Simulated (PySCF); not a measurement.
## Run times: iron in cc-pVDZ-DK

Measured wall times of calculations with PySCF 2.14 in cc-pVDZ-DK (6s5p3d1f, 43 functions), with scalar relativity by spin-free X2C-1e, run from one Python driver. Hardware: 1 thread of Neoverse-V2 on a shared host, 1.3 GiB allowed. The two-electron integrals over 43 functions were computed once and kept in memory (0.53 CPU seconds with the set-up); the times below exclude them. Kohn-Sham runs start from converged Hartree-Fock orbitals.

Launch command (the driver calls PySCF for each step listed in the task file):

```bash
OMP_NUM_THREADS=1 python atomrun2.py TASK.json OUT
```

| species | step | iterations | wall time (s) |
| --- | --- | --- | --- |
| Fe [Ar] 3d6 4s2 | UHF | 9 | 0.16 |
| Fe [Ar] 3d6 4s2 | B3LYP | 9 | 1.1 |
| Fe [Ar] 3d6 4s2 | MP2 (8 electrons) |  | 0.02 |
| Fe⁺ [Ar] 3d6 4s1 | UHF | 7 | 0.11 |
| Fe⁺ [Ar] 3d6 4s1 | r2SCAN | 6 | 1.4 |
| Fe⁺ [Ar] 3d6 4s1 | B3LYP | 6 | 0.77 |
| Fe⁺ [Ar] 3d6 4s1 | MP2 (7 electrons) |  | 0.02 |

(1) Roughly how long does r2SCAN take for Fe [Ar] 3d6 4s2 here?

Peak memory of the process: 0.22 GiB. Times on a shared host vary from run to run.

## Answers

(1) About 3.1 s.
